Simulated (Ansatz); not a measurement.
One change: `O=[CH][GeH2][SiH3]` becomes `O=[CH][GeH3]`.

Ansatz, PBE0-D4/def2-TZVP geometries, multiplicity 1. Each molecule was computed in one conformer, which needn't be the lowest.

Scalar relativity is left out up to krypton.

```
                                          property  `O=[CH][GeH2][SiH3]`
                HOMO energy (PBE0/def2-TZVPP) / eV                 -6.99
             HOMO energy (ωB97M-V/def2-TZVPP) / eV                 -9.19
           HOMO–LUMO gap (ωB97M-V/def2-TZVPP) / eV                  9.82
             LUMO energy (ωB97M-V/def2-TZVPP) / eV                  0.63
size of the dipole moment (ωB97M-V/def2-TZVPP) / D                  2.22
    size of the dipole moment (PBE/def2-TZVPP) / D                  1.93
```

What does the change do to each property? (Best estimate.)

Ansatz gave: 
```
                                          property  `O=[CH][GeH3]`  shift
                HOMO energy (PBE0/def2-TZVPP) / eV           -7.09  -0.10
             HOMO energy (ωB97M-V/def2-TZVPP) / eV           -9.34  -0.15
           HOMO–LUMO gap (ωB97M-V/def2-TZVPP) / eV           10.16   0.34
             LUMO energy (ωB97M-V/def2-TZVPP) / eV            0.82   0.19
size of the dipole moment (ωB97M-V/def2-TZVPP) / D            2.13  -0.09
    size of the dipole moment (PBE/def2-TZVPP) / D            1.86  -0.07
```

With PBE0 the HOMO falls by 0.10 eV and the LUMO rises by 0.07 eV, so the gap widens by about 0.17 eV. PBE moves the HOMO by -0.06 eV and ωB97M-V by -0.15 eV. Dipoles are sizes alone; their direction can turn.
